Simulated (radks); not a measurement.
Problem. The arsenic ion As3+, [Ar] 3d10 4s2. Calculated with a radial shooting solver on a logarithmic mesh with Libxc functionals: non-relativistic Kohn-Sham, r2SCAN, spin-polarised, spherical densities, point nucleus; meta-GGA in the generalised Kohn-Sham scheme. Every spin shell is full or empty, so the densities are truly spherical. Functionals are evaluated on that one density, not self-consistently. Rank these orbital-free kinetic functionals by their error against the exact value of the orbitals, and give that value: Thomas-Fermi, von Weizsacker, TF + vW, TF + vW/9, TF + vW/5, LC94, APBEK, revAPBEK, Perdew 92, Thakkar, Pearson, LKT, PG1.

Solution. Exact: 2232.43 hartree. From best to worst, with 100 (|E| - |E exact|)/|E exact| (equal figures are ties): LC94 0.00, APBEK +0.08, revAPBEK +0.31, Thakkar -0.49, Perdew 92 -0.75, TF + vW/9 -0.76, Pearson -1.15, TF + vW/5 +3.49, Thomas-Fermi -6.08, PG1 +17.90, LKT +22.62, TF + vW +41.78, von Weizsacker -52.13.
